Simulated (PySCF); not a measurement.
Electron correlation in S²⁺ (sulfur, charge +2)

[Ne] 3s2 3p2, high-spin 3P determinant. Computed with PySCF 2.14 in cc-pV(D+d)Z (4s3p2d, 23 functions), with no relativity, point nucleus. Frozen: [Ne]; 4 electrons correlated.

MP2 pair energies summed by pair of shells (mhartree):

```tsv
pair	energy	share (%)
3s-3p	-32.99	61.0
3s-3s	-15.34	28.4
3p-3p	-5.75	10.6
```

Total MP2 correlation energy: -54.08 mhartree.

Same-spin part -8.63 and opposite-spin part -45.45 mhartree; SCS-MP2 scales them by 1/3 and 6/5 to -57.41 mhartree.

| level | correlation energy (mhartree) |
| --- | --- |
| CCSD | -77.26 |
| (T) | -0.94 |
| CCSD(T) | -78.20 |

Diagnostics: T1 = 0.0077, D1 = 0.0208, largest double amplitude 0.107.

Cost of the coupled-cluster step: 0.12 s of wall time on 1 thread of Neoverse-V1 (shared host), for 4 correlated electrons.

Iterations:

```
CC2 = 0
CCSD nocc = (np.int64(3), np.int64(1)), nmo = (18, 18)
frozen orbitals [[0, 1, 2, 3, 4], [0, 1, 2, 3, 4]]
max_cycle = 100
direct = 0
conv_tol = 1e-08
conv_tol_normt = 1e-06
diis_space = 8
diis_start_cycle = 0
Init t2, MP2 energy = -0.0540791354421719
Init E_corr(UCCSD) = -0.0540791354422265
cycle = 1  E_corr(UCCSD) = -0.0697310489352853  dE = -0.0156519135  norm(t1,t2) = 0.0503912
cycle = 2  E_corr(UCCSD) = -0.0744873175364601  dE = -0.0047562686  norm(t1,t2) = 0.0191068
cycle = 3  E_corr(UCCSD) = -0.0772543819229958  dE = -0.00276706439  norm(t1,t2) = 0.00847553
cycle = 4  E_corr(UCCSD) = -0.0772415348117136  dE = 1.28471113e-05  norm(t1,t2) = 0.00145121
cycle = 5  E_corr(UCCSD) = -0.0772621411335952  dE = -2.06063219e-05  norm(t1,t2) = 0.000212532
cycle = 6  E_corr(UCCSD) = -0.0772547527448468  dE = 7.38838875e-06  norm(t1,t2) = 3.07838e-05
cycle = 7  E_corr(UCCSD) = -0.0772575637731521  dE = -2.81102831e-06  norm(t1,t2) = 6.26501e-06
cycle = 8  E_corr(UCCSD) = -0.077256954229398  dE = 6.09543754e-07  norm(t1,t2) = 1.64028e-06
cycle = 9  E_corr(UCCSD) = -0.0772569654658909  dE = -1.12364928e-08  norm(t1,t2) = 1.38997e-07
cycle = 10  E_corr(UCCSD) = -0.0772569663958002  dE = -9.29909358e-10  norm(t1,t2) = 2.97414e-08
UCCSD converged
E(UCCSD) = -396.4003008376064  E_corr = -0.07725696639580021
UCCSD(T) correction = -0.000940744833445415
```
